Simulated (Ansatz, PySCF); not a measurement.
FH6NOSi2, SMILES N[Si@@](O)(F)[SiH3]. Atoms are numbered in the order given.

```xyz
11

N     -0.9884    -1.5457     0.4740
Si    -0.3361     0.0093     0.2631
O     -1.5980     0.9612    -0.2332
F      0.2269     0.7047     1.6348
Si     1.4881    -0.0667    -1.1925
H     -1.9303    -1.6805     0.8237
H     -0.4109    -2.3707     0.5724
H     -1.5321     1.8932    -0.0055
H      2.4808    -1.0825    -0.7184
H      1.0443    -0.4482    -2.5680
H      2.1704     1.2624    -1.2591
```

Coordinates come from a PBE0-D3(BJ)/def2-SVP optimisation. The structure was generated by enumeration; whether it is a known compound was not checked. One conformer was computed; it need not be the lowest.

Two levels are set side by side: PBE-D3(BJ)/def2-SVP (Ansatz, an electronic-structure program) and PBE0-D3(BJ)/def2-SVP (Ansatz). Each level has its own optimised geometry; the coordinates shown are those of the second. Frequencies come from the Hessian of PySCF at each geometry. Differences are taken from unrounded values.

```csv
quantity,PBE0-D3(BJ)
mean bond length (Å),1.480
bond N1–Si2 (Å),1.699
bond Si2–O3 (Å),1.657
bond Si2–F4 (Å),1.638
bond Si2–Si5 (Å),2.335
bond N1–H6 (Å),1.014
bond N1–H7 (Å),1.012
bond O3–H8 (Å),0.962
bond Si5–H9 (Å),1.497
bond Si5–H10 (Å),1.495
bond Si5–H11 (Å),1.495
highest harmonic wavenumber (cm⁻¹),3937
mean harmonic wavenumber (cm⁻¹),1115
zero-point energy (kcal/mol),43.02
```

**Question.** What does PBE-D3(BJ) give, and how far is it from PBE0-D3(BJ)? (Estimate from the structure and the level; the computed values follow.)

**Answer.** 
| quantity | PBE-D3(BJ) | PBE-D3(BJ) minus PBE0-D3(BJ) |
|---|---|---|
| mean bond length (Å) | 1.492 | 0.012 |
| bond N1–Si2 (Å) | 1.714 | 0.015 |
| bond Si2–O3 (Å) | 1.674 | 0.018 |
| bond Si2–F4 (Å) | 1.654 | 0.017 |
| bond Si2–Si5 (Å) | 2.344 | 0.009 |
| bond N1–H6 (Å) | 1.023 | 0.009 |
| bond N1–H7 (Å) | 1.021 | 0.009 |
| bond O3–H8 (Å) | 0.973 | 0.011 |
| bond Si5–H9 (Å) | 1.508 | 0.010 |
| bond Si5–H10 (Å) | 1.505 | 0.010 |
| bond Si5–H11 (Å) | 1.506 | 0.010 |
| highest harmonic wavenumber (cm⁻¹) | 3770 | -168 |
| mean harmonic wavenumber (cm⁻¹) | 1077 | -37 |
| zero-point energy (kcal/mol) | 41.59 | -1.44 |

GGA bonds tend to be longer and softer than those of functionals with exact exchange. Differences between two approximate levels are no errors against the true value.
